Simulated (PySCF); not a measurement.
# Antimony: a sound run and one with changed settings

Sound run: Sb [Kr] 4d10 5s2 5p3, Sb⁺ [Kr] 4d10 5s2 5p2. All numbers are calculated (PySCF 2.14, the spin-free X2C one-electron Hamiltonian (Gaussian nucleus), in x2c-SVPall). In the sound run the correlated levels freeze [Kr] 4d10. The sound run starts from symmetry-adapted Hartree-Fock orbitals and uses a fine grid where one is needed.

Changed run: all electrons correlated in a basis built for the valence shell.

| species | method | sound run (hartree) | changed run (hartree) | converged |
| --- | --- | --- | --- | --- |
| Sb | MP2 | -6477.30044 | -6477.33049 | yes |
| Sb⁺ | MP2 | -6476.97489 | -6477.00270 | yes |

Ionisation energy of Sb:

| method | sound run (eV) | changed run (eV) |
| --- | --- | --- |
| UHF | 8.574 | 8.574 |
| MP2 | 8.859 | 8.920 |
| SCS-MP2 | 8.761 | 8.794 |

A valence basis has no tight correlating functions, so it recovers only part of the core correlation, and not evenly between atom and ion.

For comparison, NIST gives 8.608 eV between the lowest levels.
